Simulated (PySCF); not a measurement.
Nuclear quadrupole coupling in metal hydrosulfide

Species: metal hydrosulfide, HKS.
Atom-mapped SMILES: `[SH:1][K:2]` (hydrogens: H3 on S1)

Field gradients from the PBE0/pcSseg-2 density (PySCF, non-relativistic), principal values in atomic units, ordered |Vxx| ≤ |Vyy| ≤ |Vzz|:

| atom | Vxx | Vyy | Vzz |
| --- | --- | --- | --- |
| S1 | -0.9157 | -1.1323 | 2.0480 |

Question: Find the asymmetry η = (Vxx − Vyy)/Vzz and the couplings χ = eQV/h (234.96 MHz × Q in barn × V in au), with Q(33S) = −0.0678 b.

Answer: 
```tsv
atom	environment	nucleus	η	χzz (MHz)	χxx (MHz)	χyy (MHz)
S1	sulfur bonded to K and H	33S	0.11	-32.63	14.59	18.04
```

Question: What is Vzz at S1 in SI units (1 au = 9.71736 × 10²¹ V/m²)?

Answer: 2.0480 au = 19.901 × 10²¹ V/m².

Question: And the gradient at the other heavy atoms, for which no coupling is worked out here?

Answer: 
| atom | environment | Vzz (au) | η |
| --- | --- | --- | --- |
| K2 | potassium bonded to S | -0.355 | 0.25 |

Question: What couplings would deuterons (Q(2H) = 0.00286 b) have in place of the hydrogens, at this geometry?

Answer: 
```tsv
atom	bonded to	bond length (Å)	Vzz (au)	η	χzz (kHz)
H3	S1	1.344	0.2418	0.02	162
```

Geometry: PBE0-D3(BJ)/def2-TZVP; no solvent, vibrations or thermal averaging.
